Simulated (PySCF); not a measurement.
Species: 2-(methylsulfonyl)pyridine, C₆H₇NO₂S.
Structure used (PBE0-D3(BJ)/def2-SVP), in Å, numbered top down from 1:
```
atom  x, y, z in Å
C1    -2.3410   -0.7134   -0.4958
S2    -1.5429    0.3509    0.6853
O3    -1.9109    1.7387    0.4089
O4    -1.7429   -0.2218    2.0112
C5     0.2044    0.1854    0.2694
C6     0.9839    1.3364    0.2176
C7     2.3469    1.1616   -0.0108
C8     2.8395   -0.1299   -0.1839
C9     1.9489   -1.2036   -0.1258
N10    0.6484   -1.0485    0.1046
H11   -2.2063   -0.2991   -1.5023
H12   -1.8997   -1.7127   -0.4006
H13   -3.4009   -0.7165   -0.2085
H14    0.5180    2.3151    0.3443
H15    3.0155    2.0245   -0.0580
H16    3.9008   -0.3083   -0.3673
H17    2.3022   -2.2302   -0.2694
```

The calculation used PySCF, PBE0-D3(BJ)/def2-SVP geometry optimisation, gas phase.

Masses are those of the commonest isotopes; rigid-rotor values at the optimised geometry. The values belong to one conformer with, in the numbering `[CH3:1][S:2](=[O:3])(=[O:4])[c:5]1[cH:6][cH:7][cH:8][cH:9][n:10]1`, C1–S2–C5–C6 136°.

Q: Give the principal moments of inertia and the rotational constants in MHz.

A: Ia = 197.73, Ib = 593.37, Ic = 680.79 u·Å²; 505379 MHz·u·Å²/I gives A = 2556, B = 851.7, C = 742.3 MHz.

Q: What kind of rotor is it?

A: An asymmetric top. Ray's parameter κ = (2B − A − C)/(A − C) = -0.879; −1 is the prolate and +1 the oblate limit.

Q: What does the inertial defect say?

A: Not planar: Δ = Ic − Ia − Ib = -110.31 u·Å². For a rigid frame Δ = −2 Σ m c², so Σ m c² = 55.15 u·Å² lies off the ab plane: 6.25 from hydrogen and 48.90 from heavier atoms. The atom farthest from that plane is 2.11 Å away.

Q: List the rotational levels J(Ka,Kc) to J = 3 (MHz).

A: Above 0(0,0):
J = 1: 1(0,1) 1594, 1(1,1) 3298, 1(1,0) 3408
J = 2: 2(0,2) 4777, 2(1,2) 6377, 2(1,1) 6705, 2(2,1) 11818, 2(2,0) 11823
J = 3: 3(0,3) 9539, 3(1,3) 10992, 3(1,2) 11648, 3(2,2) 16600, 3(2,1) 16625, 3(3,1) 25398, 3(3,0) 25398

Q: Predict some low-J microwave lines.

A: The dipole components are |μa| = 4.32 D, |μb| = 0.93 D, |μc| = 2.61 D. Intensities carry the squares of the components, which stand as 1.00 : 0.05 : 0.37 (a : b : c). Some lines, for components of 0.1 D or more:

```tsv
type	branch	J(Ka,Kc)	MHz	lower level (cm⁻¹)
b	R	2(0,2) ← 1(1,1)	1479	0.110
a	R	1(0,1) ← 0(0,0)	1594	0.000
c	Q	2(1,2) ← 2(0,2)	1600	0.159
b	Q	1(1,0) ← 1(0,1)	1814	0.053
b	Q	2(1,1) ← 2(0,2)	1928	0.159
a	R	2(0,2) ← 1(0,1)	3183	0.053
b	R	2(1,2) ← 1(0,1)	4783	0.053
c	R	2(1,1) ← 1(0,1)	5111	0.053
c	Q	2(2,1) ← 2(1,1)	5113	0.224
b	Q	2(2,0) ← 2(1,1)	5118	0.224
b	Q	2(2,1) ← 2(1,2)	5441	0.213
b	R	2(2,0) ← 1(1,1)	8525	0.110
```

Q: Estimate the classical rotational partition function at 50 K, 100 K and 200 K.

A: Point group C1, symmetry number σ = 1; q = (√π/σ)·√((kT/h)³/(ABC)), k/h = 20836.6 MHz/K: 46900 at 50 K, 133000 at 100 K, 375000 at 200 K.

No frequency check. Constants of a rigid frame at the computed geometry: no zero-point averaging, no centrifugal distortion. A rigid rotor knows nothing of internal rotation, which can split or shift real lines. Quadrupole hyperfine structure (14N) is left out.

The run took 2.9 min on an AMD EPYC 9R45 with one thread, shared host, and the process peaked at 0.84 GiB of memory. This is the geometry optimisation.
